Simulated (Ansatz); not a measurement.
```yaml
crystal:
  periodic: [false, false, false]
  atoms:
    - {symbol: F, position_ang: [-0.068248, -0.480424, 3.569022]}
    - {symbol: Ge, position_ang: [0.362425, -0.389940, 0.367672]}
    - {symbol: F, position_ang: [2.220445, -2.320376, -0.940527]}
    - {symbol: I, position_ang: [-4.432550, -1.550556, -1.324448]}
    - {symbol: I, position_ang: [1.115269, 4.021916, -1.816881]}
basis:
  gaussian: {orbitals: def2-SVP}
hamiltonian: {xc: {name: PBE0-DH}}
accuracy: high
```

```sh
$ ansatz run in.yaml --threads 4 --pin off --events-out ev --progress --plain --max-ram 10444MiB
```

Output, abridged:

```
Functional definition: PBE0-DH
2107 factors; integrals over basis functions are off by at most 2.0e-8 eV
mean field evaluation 1: about -78090.8362 eV, gradient 6.7e1 eV
mean field evaluation 2: about -78090.8458 eV, gradient 6.7e1 eV
mean field evaluation 4: about -77972.9467 eV, gradient 9.0e1 eV
mean field evaluation 8: about -78105.8861 eV, gradient 5.5e0 eV
mean field evaluation 16: about -78104.3232 eV, gradient 1.5e1 eV
mean field evaluation 32: about -78106.0289 eV, gradient 2.5e-3 eV
mean field evaluation 64: about -78106.0281 eV, gradient 1.3e-2 eV
mean field evaluation 160: about -78106.0289 eV, gradient 1.1e-2 eV
mean field -78106.02887903 eV, -2870.3436191366 hartree, gradient 3.1e-8 eV, S^2 0.000000; 8 other end points of the search recorded, 0 dependent functions left out; unrestricted orbitals would lower it
19 core orbitals not correlated: weight in the atoms' cores, before any rotation towards them, 1.000 or more for the frozen orbitals, at most 0.000 for the correlated occupied ones
reference -78106.02888087 eV, -2870.3436192042 hartree; 31, 31 occupied and 62, 62 virtual orbitals, 2107 factors
second order -41.72213451 eV of doubles, -0.00000000 eV of singles
Total energy: -78111.24414768 eV, -2870.5352767245 hartree
```

Question: Something in this input is off. What?

Answer: The coordinates are in bohr but typed as ångström. The calculation finished and met its thresholds. The result belongs to that input, not to the molecule as meant.
